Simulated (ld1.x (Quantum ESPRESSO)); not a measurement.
# N PAW: all-electron and pseudo phase curves

```
Element                 : nitrogen (N)
Generator               : ld1.x (Quantum ESPRESSO) 7.5
Type                    : PAW
Functional              : BLYP
Relativity              : scalar-relativistic
Frozen core             : [He]
Valence charge          : 5
Reference configuration : 2s2 2p3
Partial waves           : 2s (bound): rcut 0.85, rcutus 1.20 bohr; 2s channel at -0.75 Ry: rcut 0.85, rcutus 1.20 bohr; 2p (bound): rcut 1.75, rcutus 2.05 bohr; 2p channel at 1.65 Ry: rcut 1.75, rcutus 2.05 bohr; 3d channel at 0.25 Ry: rc 1.45 bohr
Local potential         : the d channel
Core correction         : a·sin(br)/r model core, default radius (ld1.x builds one for every PAW set, though the input has nlcc=.false.)
Augmentation charge     : PSQ, inside the norm-conserving radii
```

The phase is arctan(r·u′/u) with u = r·R(r), unwrapped; energies in Ry, scanned from -3 to 5 Ry. A pole is an energy at which the radial function vanishes at the test radius. The pseudo phase is shifted by a multiple of π to meet the all-electron one at the reference energy, and phase errors are pseudo minus all-electron; the curves can meet again beyond the range given. Levels narrower than the energy grid can be missing from the lists of poles.

```
channel  radius (bohr)  reference energy (Ry)  poles, all-electron  poles, pseudo  unbroken range about the reference energy with phases within 0.05 rad  phase error 1 Ry above the reference energy (rad)
      s           2.25                  -1.36                -0.94          -0.94                                                        the whole range                                             -0.000
      p           2.25                  -0.52                -0.04    -0.09, 2.59                                                            -0.7 to 1.9                                             -0.036
      d           2.25                   0.25                 4.29           4.30                                                        the whole range                                             +0.000
```

The ghost test of this file was not conclusive. Its overlap operator is not positive definite in a basis up to 400 Ry (lowest eigenvalue p -0.86), so the file is unfit for use: the generalised eigenproblem breaks down once the basis is large enough, and its test numbers describe a broken file.

Phases in the p channel:

| E (Ry) | all-electron | pseudo |
| --- | --- | --- |
| -3.00 | 1.297 | 1.216 |
| -2.76 | 1.283 | 1.201 |
| -2.52 | 1.265 | 1.183 |
| -2.28 | 1.244 | 1.160 |
| -2.04 | 1.216 | 1.131 |
| -1.80 | 1.179 | 1.093 |
| -1.56 | 1.126 | 1.036 |
| -1.32 | 1.041 | 0.946 |
| -1.08 | 0.876 | 0.775 |
| -0.84 | 0.450 | 0.355 |
| -0.60 | -0.617 | -0.626 |
| -0.36 | -1.287 | -1.298 |
| -0.12 | -1.523 | -1.551 |
| 0.12 | -1.641 | -1.677 |
| 0.36 | -1.719 | -1.756 |
| 0.60 | -1.782 | -1.817 |
| 0.84 | -1.840 | -1.870 |
| 1.08 | -1.901 | -1.923 |
| 1.32 | -1.972 | -1.983 |
| 1.56 | -2.061 | -2.063 |
| 1.80 | -2.184 | -2.192 |
| 2.04 | -2.365 | -2.499 |
| 2.28 | -2.644 | -3.661 |
| 2.52 | -3.054 | -4.612 |
| 2.76 | -3.516 | -4.872 |
| 3.00 | -3.881 | -5.000 |
| 3.24 | -4.118 | -5.091 |
| 3.48 | -4.271 | -5.171 |
| 3.72 | -4.374 | -5.250 |
| 3.96 | -4.448 | -5.334 |
| 4.20 | -4.503 | -5.429 |
| 4.44 | -4.547 | -5.538 |
| 4.68 | -4.582 | -5.665 |
| 4.92 | -4.611 | -5.813 |
